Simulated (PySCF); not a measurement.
Two species compared at the same levels of theory.

First species: C6H13FO.
Numbering: `[CH3:1][CH2:2][C@@H:3]([F:4])[C@@H:5]([CH3:6])[O:7][CH3:8]` (hydrogens: H9, H10, H11 on C1; H12, H13 on C2; H14 on C3; H15 on C5; H16, H17, H18 on C6; H19, H20, H21 on C8)

Second species: C3F6O.
InChI=1S/C3F6O/c4-2(5,6)1(10)3(7,8)9

Levels: PBE0/pcSseg-1 for dipole moment, HOMO energy, LUMO energy and HOMO–LUMO gap; GFN2-xTB for rotational constant A and rotational constant C. Geometries: GFN2-xTB. All species are isolated and taken at one optimised geometry, non-relativistic unless stated. Electronic properties by PySCF.

Dipoles, sizes and rotational constants follow the conformer. The torsions of the flexible species, by atom-mapped SMILES:
- `[CH3:1][CH2:2][C@@H:3]([F:4])[C@@H:5]([CH3:6])[O:7][CH3:8]`: C1–C2–C3–F4 57°, C2–C3–C5–C6 43°, C3–C5–O7–C8 73°
- `[O:1]=[C:2]([C:3]([F:4])([F:5])[F:6])[C:7]([F:8])([F:9])[F:10]`: O1–C2–C3–F4 -19°, O1–C2–C7–F8 100°

Values for the first species:

- Dipole moment: 1.14 D
- HOMO energy: -7.25 eV
- LUMO energy: 1.63 eV
- HOMO–LUMO gap: 8.88 eV
- Rotational constant A: 3.085 GHz
- Rotational constant C: 0.997 GHz

(1) Estimate the same properties for the second species, and the change in each.

Results:

(1) 
```json
{"property": "dipole moment", "first": "1.14 D", "second": "0.36 D", "second less first": "-0.78 D"}
{"property": "HOMO energy", "first": "-7.25 eV", "second": "-9.47 eV", "second less first": "-2.22 eV"}
{"property": "LUMO energy", "first": "1.63 eV", "second": "-2.99 eV", "second less first": "-4.62 eV"}
{"property": "HOMO–LUMO gap", "first": "8.88 eV", "second": "6.48 eV", "second less first": "-2.40 eV"}
{"property": "rotational constant A", "first": "3.085 GHz", "second": "2.173 GHz", "second less first": "-0.912 GHz"}
{"property": "rotational constant C", "first": "0.997 GHz", "second": "0.939 GHz", "second less first": "-0.058 GHz"}
```

On the first: The dipole equals about 3.8 × 10⁻³⁰ C·m (1 D = 3.33564 × 10⁻³⁰ C·m).

On the second: Point group C2 permits a dipole; with 0.36 D the species has a pure rotational spectrum. In atomic units the dipole is 0.14 e·bohr (1 au = 2.5417 D).
